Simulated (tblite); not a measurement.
C6H9S (doublet state).
Geometry (GFN2-xTB, Å), atoms numbered from 1 in this order:
```xyz
16
C6H9S angstrom
C     -0.920    1.817   -1.781
C     -0.330    1.198   -0.944
C      0.402    0.435    0.054
C      1.845    0.430   -0.308
S      3.067    0.107    0.860
C     -0.175   -1.001    0.152
C     -1.626   -0.993    0.613
H     -1.442    2.367   -2.506
H      0.270    0.920    1.032
H      2.141    0.202   -1.316
H      2.386    0.553    1.922
H      0.438   -1.571    0.855
H     -0.099   -1.478   -0.827
H     -2.008   -2.010    0.670
H     -2.241   -0.429   -0.083
H     -1.715   -0.538    1.598
```

Calculated harmonic vibrations of the isolated species, GFN2-xTB (tblite), most abundant isotopes, no scaling. This tight-binding method is rough: wavenumbers can miss measured ones by several per cent, in bad cases by 10 to 20. Modes of hydrogen on sulfur can be 10 to 20 % off. One conformer, not necessarily the lowest. Open shells enter through the occupations alone, without spin polarisation, and single modes of such species can be off by tens of per cent.

Harmonic wavenumbers (cm⁻¹): 51.6, 86.3, 127.5, 152.8, 198.9, 235.4, 275.4, 299.2, 402.5, 452.1, 470.9, 530.1, 654.8, 663.0, 791.8, 819.7, 890.7, 914.2, 984.6, 1067.6, 1078.2, 1099.9, 1131.2, 1189.6, 1235.1, 1271.2, 1304.1, 1323.5, 1412.6, 1484.4, 1498.2, 1502.9, 2290.0, 2364.9, 2866.2, 2967.1, 2987.4, 3025.5, 3033.7, 3040.3, 3125.1, 3396.2.

A = 3108, B = 1294, C = 965.0 MHz; mass 113.042 u (most abundant isotopes); point group C1, symmetry number 1; spin multiplicity 2.

Zero-point energy?

½Σν̃ = 27348 cm⁻¹ = 327.16 kJ/mol.

Entropy at 273.15 K, 1 bar (ideal gas, RRHO, classical rotation)?

Translation 166.00, rotation 119.43, vibration 99.79, spin (R ln 2) 5.76: S = 391.0 J/(mol K).

And Cp and H(273.15 K) − H(0)?

Cp = 137.38 J/(mol K), of which vibrations give 104.12 (their classical limit is 42 R = 349.2); H(273.15 K) − H(0) = 23.77 kJ/mol without the zero-point energy, 14.69 from vibrations.

Blend soft modes into free rotors: weight 1/[1 + (100 cm⁻¹/ν̃)⁴] for the oscillator and the rest for a rotor with moment μB/(μ + B), μ = h/(8π²ν), B = 10⁻⁴⁴ kg m². What vibrational entropy results?

93.22 J/(mol K) in place of 99.79, which changes −T·S at 273.15 K by +1.79 kJ/mol.

What must be added to the electronic energy to get the Gibbs energy at 273.15 K and 1 bar?

ZPE + [H(273.15 K) − H(0)] − T·S = 327.16 + 23.77 − 106.80 = 244.13 kJ/mol.

Which modes carry the vibrational entropy at 273.15 K?

51.6 cm⁻¹: 19.17; 86.3 cm⁻¹: 14.94; 127.5 cm⁻¹: 11.78; 152.8 cm⁻¹: 10.34; 198.9 cm⁻¹: 8.30; 235.4 cm⁻¹: 7.04 J/(mol K); the other 36 give 28.23 together.

How do the functions run with temperature in this model?

| T (K) | S (J/(mol K)) | Cp (J/(mol K)) | H − H(0) (kJ/mol) | G − H(0) (kJ/mol) | ln q(vib) |
| --- | --- | --- | --- | --- | --- |
| 50 | 245.0 | 52.0 | 2.01 | -10.23 | 0.39 |
| 100 | 288.4 | 75.2 | 5.21 | -23.63 | 1.41 |
| 298.15 | 403.4 | 145.9 | 27.31 | -92.96 | 6.12 |
| 373.15 | 438.8 | 170.2 | 39.18 | -124.55 | 7.87 |
| 500 | 493.7 | 205.5 | 63.10 | -183.76 | 10.76 |
| 750 | 587.2 | 255.3 | 121.15 | -319.23 | 16.13 |
| 1000 | 665.5 | 288.7 | 189.40 | -476.08 | 21.05 |

q(vib) and H(0) count from the zero-point level.

Hindered rotation and anharmonicity are outside this model. Other conformers, if any are populated, would add a mixing term that is left out. The structure is chiral; the term R ln 2 for an equal mix with its mirror image is left out.
